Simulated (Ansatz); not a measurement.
`C[NH][SnH2][F]` + `C=C(O)S` → `C=C(O)SC` + `[NH2][SnH2][F]`  (substitution at a C–N bond)

Gas-phase electronic energies from Ansatz, PBE0-D4/def2-TZVP geometries. CCSD(T)/CBS adds triple-zeta CCSD(T) − MP2 to the extrapolated MP2 energy (def2 sets, frozen cores). DFT in def2-TZVPP. B3LYP here is the variant with VWN-RPA as its local correlation; programs differ in this. def2 core potentials past Kr. For Sn outer-core shells are correlated without core-valence functions, which leaves a few kJ/mol of doubt a bond. One conformer a species, not always the lowest.

```
             level  ΔE (kcal/mol)  difference from CCSD(T)/CBS
            PBE-D4           -9.8                          0.0
           PBE0-D4           -9.8                          0.0
           ωB97X-V           -9.5                          0.3
           ωB97M-V          -10.0                         -0.2
               PBE           -9.7                          0.1
            r2SCAN          -10.3                         -0.5
              PBE0           -9.7                          0.1
             B3LYP           -9.1                          0.7
     HF/def2-TZVPP           -8.6                          1.2
    MP2/def2-TZVPP          -10.4                         -0.6
   CCSD/def2-TZVPP           -9.0                          0.8
     HF/def2-QZVPP           -8.5                          1.3
    MP2/def2-QZVPP          -10.6                         -0.8
SCS-MP2/def2-QZVPP           -9.9                         -0.1
      HF/CBS(def2)           -8.5                          1.3
    CCSD/CBS(def2)           -9.4                          0.4
       CCSD(T)/CBS           -9.8                            0
```

Largest T1 diagnostic among the species: 0.013.
